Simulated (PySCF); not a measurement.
## Working out the ionisation energy of Zn

Zn [Ar] 3d10 4s2 (1S) → Zn⁺ [Ar] 3d10 4s1 (2S). Computed with PySCF 2.14 in Sapporo-DKH3-DZP-2012, with scalar relativity by spin-free X2C-1e. Frozen: [Ar]. Energies in hartree (1 hartree = 27.21139 eV):

```
            part    Zn (lower)   Zn⁺ (upper)
             UHF  -1794.225536  -1793.937757
CCSD correlation     -0.412396     -0.368856
             (T)     -0.009767     -0.006973
```

**Question.** What does Hartree-Fock give?

**Answer.** (-1793.937757) − (-1794.225536) = 0.287779 hartree = 7.831 eV.

**Question.** What do CCSD and CCSD(T) give?

**Answer.** The CCSD correlation energies differ by 0.043540 hartree = 1.185 eV and the triples by 0.002794 hartree = 0.076 eV, so CCSD gives 9.016 eV and CCSD(T) 9.092 eV.

Measured between the centres of the two terms (NIST): 9.394 eV, so CCSD(T) (valence) is off by -0.302 eV.

A double-zeta basis recovers only part of the correlation energy.

What remains against the reference includes basis incompleteness, the frozen core and higher excitations.
